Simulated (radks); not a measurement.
The numbers below are computed, except where a source is named.
Species: Os3+. Configuration: [Kr] 4d10 4f14 5s2 5p5 5d5 6s1 (not the ground configuration). Level of theory: scalar-relativistic Kohn-Sham, r2SCAN, spin-unpolarised, spherical densities, finite nucleus; meta-GGA in the generalised Kohn-Sham scheme; Fermi nuclear charge, rms radius 5.4126 fm (a radial shooting solver on a logarithmic mesh with Libxc functionals).

Normalised radial functions P(r) = r R(r), r in bohr:

```
   r/bohr * 6s (the largest magnitude, 0.766, reaches the edge; | marks zero)
  0.00291                             | *
 0.003388                             | *
 0.003913                             | *
 0.004555                             |  *
 0.005261                             |  *
 0.006124                             |  *
 0.007073                             |  *
 0.008234                             |  *
 0.009509                             |  *
  0.01107                             |  *
  0.01278                             | *
  0.01488                             | *
  0.01733                             |*
  0.02001                             *
   0.0233                            *|
   0.0269                           * |
  0.03132                          *  |
  0.03617                         *   |
  0.04211                         *   |
  0.04863                        *    |
  0.05661                         *   |
  0.06538                          *  |
  0.07612                            *|
   0.0879                             |*
   0.1023                             |  *
   0.1182                             |    *
   0.1376                             |     *
   0.1589                             |     *
    0.185                             |   *
   0.2136                             *
   0.2487                         *   |
   0.2872                     *       |
   0.3344                    *        |
   0.3893                     *       |
   0.4496                         *   |
   0.5233                             |  *
   0.6044                             |        *
   0.7036                             |            *
   0.8126                             |              *
    0.946                             |          *
    1.093                             |    *
    1.272                        *    |
    1.469               *             |
     1.71       *                     |
    1.975   *                         |
    2.299  *                          |
    2.655     *                       |
    3.091          *                  |
     3.57                *            |
    4.156                     *       |
    4.799                         *   |
    5.587                           * |
    6.453                            *|
    7.512                             *
```

6s: eigenvalue -32.107 eV, 5 radial nodes at r = 0.0210, 0.0838, 0.216, 0.493, 1.18 bohr, <r> = 2.39 bohr, 90 % of the charge inside 3.40 bohr.
